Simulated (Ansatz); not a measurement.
A nudged elastic band was laid between two geometries of C2H3BO (7 atoms, charge 0, multiplicity 1).

All numbers below come from Ansatz 0.2.0, RKS PBE-D4/def2-mTZVP.

| Item | Value |
| --- | --- |
| movable images | 7 |
| climbing image | yes |
| spring | 5.0 eV/Å² |
| optimiser | quadratic models (default) |
| start path | through a guess of the saddle point |
| force threshold | 0.03 eV/Å |
| iteration limit | 52 |
| end points | relaxed |

Image 0:

```xyz
7
Properties=species:S:1:pos:R:3
C -0.159 -0.042 1.815
C 0.053 0.143 0.628
B 0.324 0.385 -0.855
O -0.133 -0.471 -1.817
H -0.340 -0.197 2.861
H 0.949 1.336 -1.236
H -0.633 -1.222 -1.442
```

Image 8:

```xyz
7
Properties=species:S:1:pos:R:3
C -0.109 0.062 2.001
C -0.006 0.068 0.787
B 0.172 0.159 -0.722
O -0.373 -0.816 -1.511
H -0.208 0.042 3.069
H 0.783 1.074 -1.214
H -0.198 -0.657 -2.456
```

Problem. What changes between the two ends?

Solution. No bond is made or broken. The dihedral C2–B3–O4–H7 goes from 0 to 180°.

Problem. What energy profile does the band end with?

Solution. The forces met the threshold. The highest image is number 4 of 0 to 8, 0.65 eV above the first end and 0.62 eV above the last; the last end lies 0.03 eV above the first. A vibrational analysis at the climbing image gives one clearly imaginary mode, 820i cm⁻¹: a first-order saddle point.

| image | path coordinate (Å) | energy (eV) | dihedral C2–B3–O4–H7 (°) |
| --- | --- | --- | --- |
| 0 | 0.00 | 0.00 | 0 |
| 1 | 0.27 | 0.02 | 4 |
| 2 | 0.55 | 0.16 | 25 |
| 3 | 0.82 | 0.47 | 58 |
| 4 | 1.10 | 0.65 | 93 |
| 5 | 1.37 | 0.48 | 124 |
| 6 | 1.64 | 0.21 | 151 |
| 7 | 1.91 | 0.06 | 172 |
| 8 | 2.17 | 0.03 | 180 |

Problem. What is the geometry of the highest image?

Solution. 
```xyz
7
Properties=species:S:1:pos:R:3:forces:R:3
C -0.122 0.046 1.931 0.00 0.00 0.00
C 0.062 0.114 0.727 0.00 0.00 0.00
B 0.305 0.255 -0.775 0.00 0.00 0.00
O 0.085 -0.799 -1.630 0.00 0.00 0.00
H -0.286 -0.019 2.990 0.00 0.00 0.00
H 0.766 1.291 -1.193 0.00 0.00 0.00
H -0.748 -0.956 -2.096 0.00 0.00 0.00
```

Problem. What are the harmonic wavenumbers there?

Solution. 820i, 183, 218, 516, 602, 632, 694, 858, 890, 1092, 1299, 2100, 2513, 3371, 3827 cm⁻¹.

Run time: 14 min on 1 thread of AMD EPYC (Zen 3), on a shared host, peak memory 0.15 GiB.
